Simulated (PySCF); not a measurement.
Radial density of Bi³⁺ (bismuth, charge +3)

PW91, [Xe] 4f14 5d10 6s2, closed-shell 1S. Calculation: PySCF 2.14, in aug-cc-pVTZ-PP with ECP60MDF; a scalar-relativistic core potential. This is the valence pseudo-density: the core potential removes the inner electrons and smooths the orbitals near the nucleus.

```tsv
r (bohr)	4πr²ρ (e/bohr)
0.00953	1.709e-05
0.0160	4.182e-05
0.0270	8.179e-05
0.0453	0.0001126
0.0763	0.0001951
0.128	0.001083
0.216	0.01596
0.363	0.5242
0.611	10.93
1.03	20.06
1.73	5.435
2.91	0.5288
4.89	0.004265
```

Energies and moments cover only the electrons outside the core potential. Spin-orbit coupling, which splits the p, d and f shells strongly at this Z, is absent.
